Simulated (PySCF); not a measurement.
## Structure from NMR data

An unknown has the formula C7H7N. Its calculated NMR data are:

$^{1}$H NMR (400 MHz, computed): δ 6.90 (q, 1H), 2.02 (s, 3H), 1.99 (d, 3H).

$^{13}$C{$^{1}$H} NMR (computed): δ 156.5 (CH), 120.7 (C), 111.8 (C), 88.5 (C), 72.2 (C), 18.6 (CH3), 18.6 (CH3).

PySCF 2.14.0 with density-fitted response routines calculation with geometry: GFN2-xTB and NMR shieldings at PBE0/pcSseg-1/GIAO; a single conformation, equivalent nuclei averaged, no relativistic terms, no solvent.

δ = σ(ref) − σ, references computed at the same level: $^{1}$H (σref 31.72) and $^{13}$C (σref 186.93) against TMS.

What is the structure?

Answers


1. Rings plus π bonds: 5 (no ring in the answer).
2. 7 carbon signals for 7 carbons: no two carbons are equivalent.
3. Carbon types of the structure: 4 × C, 1 × CH, 2 × CH3, which accounts for all hydrogens.
4. δC 156.5: alkene CH; the olefinic region.
5. δC 120.7: fully substituted alkene carbon; as expected for a trigonal carbon in a double bond.
6. δC 111.8: nitrile carbon; typical of a nitrile.
7. δC 88.5, 72.2: alkyne carbon; the triple bond shields along its axis, which puts it between sp3 and sp2 carbons.
8. δC 18.6, 18.6: allylic methyl carbon; saturated and bonded to C and H only.
9. δH 6.90: hydrogen on an alkene CH; attached to an sp2 carbon and in the plane of the double bond.
10. δH 2.02, 1.99: hydrogen on an allylic methyl carbon; allylic position.

The compound is SMILES C(#C/C(=C/C)C)C#N.

The shifts were computed for this structure.

Shifts are as computed. Against solution values, carbons near 30 ppm lie about +3 ppm off and those near 130 ppm about +5 ppm. Of 1211 compounds with measured shifts, 218 miss one by over three times the rms of a fit or turn the order of signals round; such compounds aren't used in these exercises. Multiplicities follow the n + 1 count of equivalent neighbours, as no J values were calculated; m marks all less simple cases, F and P coupling included.
